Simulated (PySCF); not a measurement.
CClF2, SMILES Cl[C](F)F (connectivity only; charge and spin as stated), charge +1, multiplicity 1. Atoms are numbered in the order given.

```xyz
4

F      0.0000     1.0556    -1.0386
C      0.0000     0.0000    -0.3778
F      0.0000    -1.0556    -1.0386
Cl     0.0000     0.0000     1.2330
```
Charge +1, spin multiplicity 1.

The structure is a stationary point at PBE0-D3(BJ)/def2-TZVP. The multiplicity is an assumed one; other spin states were not compared. The isomer is the one that the SMILES or the coordinates give; other isomers of the formula were not compared.

These are PBE0-D3(BJ)/def2-TZVP run with PySCF values and carry that method's errors.

Frequencies are harmonic and unscaled.

```
mode  ν (cm⁻¹)  IR (km/mol)  moving atoms (share of kinetic energy)
----  --------  -----------  --------------------------------------
1          427          2.0                 F 67 %, Cl 20 %, C 14 %
2          529          4.3                         F 63 %, Cl 36 %
3          699         19.4                          C 84 %, F 13 %
4          843         21.8                 F 67 %, Cl 20 %, C 13 %
5         1456        542.1                          C 72 %, F 26 %
6         1570        310.7                          C 71 %, F 29 %
```
